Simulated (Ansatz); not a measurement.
The cluster K2H2 was relaxed with r2SCAN-D4 (def2-TZVP) in Ansatz in these states: charge +1 doublet, neutral quintet, neutral singlet, neutral triplet. The geometries follow in no particular order.

A:

| atom | x (Å) | y (Å) | z (Å) |
| --- | --- | --- | --- |
| K1 | 1.989 | -1.732 | -0.202 |
| K2 | -1.973 | 1.753 | 0.181 |
| H3 | -1.894 | -1.795 | -3.271 |
| H4 | 1.878 | 1.774 | 3.291 |

B:

Cartesian coordinates in Å:
```
K -1.586 1.799 0.418
K 1.586 -1.800 -0.418
H -0.249 -0.134 -0.363
H 0.249 0.135 0.363
```

C:

```
atom   x (Å)   y (Å)   z (Å)
  K1  -0.957   1.469   0.387
  K2   0.958  -1.468  -0.387
  H3   0.570  -0.056   1.632
  H4  -0.572   0.055  -1.631
```

D:

Cartesian coordinates in Å:
```
K 0.733 -3.405 -3.207
K -0.729 3.398 3.215
H 0.337 0.140 -0.074
H -0.341 -0.133 0.066
```

Task: Judge from the bond lengths which geometry belongs to which state (an estimate).

Result: A is the neutral quintet (K1–K2 5.291 Å, K2–H4 4.950 Å, K1–H3 4.950 Å); B is the charge +1 doublet (K1–K2 4.870 Å, K2–H4 2.477 Å, K1–H3 2.477 Å); C is the neutral singlet (K1–K2 3.590 Å, K2–H4 2.492 Å, K1–H3 2.492 Å); D is the neutral triplet (K1–K2 9.469 Å, K2–H4 4.748 Å, K1–H3 4.748 Å).

In the charge 1 doublet, H3 and H4 lie 0.92 Å apart (atoms count from 1), so these atoms are partly bonded to each other. In the triplet, H3 and H4 lie 0.74 Å apart (atoms count from 1), so H2 has formed as a molecule. The neutral quintet has come apart into loosely held pieces. The neutral triplet has come apart into loosely held pieces.
